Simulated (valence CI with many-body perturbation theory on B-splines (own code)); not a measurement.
Values are calculated unless marked as measured or tabulated.
V IX: what each term of the Hamiltonian does

Method: configuration interaction combined with many-body perturbation theory (CI+MBPT): five valence electrons over a frozen Dirac-Fock core [Ne], a basis of 9 s, 9 p, 8 d, 6 f, 3 g, 1 h functions for each j, with the one-electron correlation potential Σ1 (screened to all orders), the two-electron term Σ2, the three-electron term Σ3, Breit, model QED; selected single and double excitations, second order for the rest, scaled by the run's own slope (own B-spline code, finite nucleus).

No measured spectrum was set against this ion. As an estimate, levels of excited configurations hold to 0.05 to 0.15 % of their energy, terms of the ground configuration to about 0.5 %. Among the levels kept, up to 700 cm⁻¹ of a level comes from second order outside the variational space, and about a tenth of that is noise between levels of different J, which matters for small intervals.

Each rung adds one term. CI alone is the Dirac-Coulomb CI over the frozen core; QED comes last and gives the full result, which names the levels. Energies are above 3s2 3p3 4S°_3/2 on the same rung, in cm⁻¹.

Names give the largest LS component (configuration and term), which can be under half, so a name can repeat, a term be missing and a line seem to break the LS rules; names also repeat where a configuration has a term twice. Letters in brackets count levels of one name in rising energy.

```
                Level  CI alone
      3s2 3p3 2D°_3/2     35342
      3s2 3p3 2D°_5/2     37036
      3s2 3p3 2P°_1/2     60045
      3s2 3p3 2P°_3/2     62280
        3s 3p4 4P_5/2    214080
        3s 3p4 4P_3/2    218839
        3s 3p4 4P_1/2    221237
        3s 3p4 2D_3/2    266061
        3s 3p4 2D_5/2    266795
3s2 3p2 3d 2P_3/2 [a]    307433
3s2 3p2 3d 2P_1/2 [a]    311120
        3s 3p4 2S_1/2    321430
    3s2 3p2 3d 4F_3/2    339275
    3s2 3p2 3d 4F_5/2    341142
    3s2 3p2 3d 4F_7/2    343856
    3s2 3p2 3d 4F_9/2    347371
```

Question: What do these energies become with core correlation, Breit and QED?

Answer: 3s2 3p3 2D°_3/2 34937 (-405); 3s2 3p3 2D°_5/2 36552 (-484); 3s2 3p3 2P°_1/2 59352 (-693); 3s2 3p3 2P°_3/2 61542 (-738); 3s 3p4 4P_5/2 214036 (-44); 3s 3p4 4P_3/2 218777 (-62); 3s 3p4 4P_1/2 221140 (-97); 3s 3p4 2D_3/2 265292 (-770); 3s 3p4 2D_5/2 265970 (-825); 3s2 3p2 3d 2P_3/2 [a] 305756 (-1677); 3s2 3p2 3d 2P_1/2 [a] 309370 (-1751); 3s 3p4 2S_1/2 319570 (-1861); 3s2 3p2 3d 4F_3/2 337743 (-1532); 3s2 3p2 3d 4F_5/2 339551 (-1591); 3s2 3p2 3d 4F_7/2 342176 (-1680); 3s2 3p2 3d 4F_9/2 345568 (-1803).

Question: How does the ionisation energy move along the ladder, and which term matters most?

Answer: CI alone 203.54, + Σ1 204.03, + Σ2 203.89, + Σ3 203.74, + Breit 203.72, + QED 203.72 eV. The largest step is Σ1, 0.49 eV. NIST lists 206 ± 0.4 eV (semi-empirical), further off than its uncertainty and the later steps.
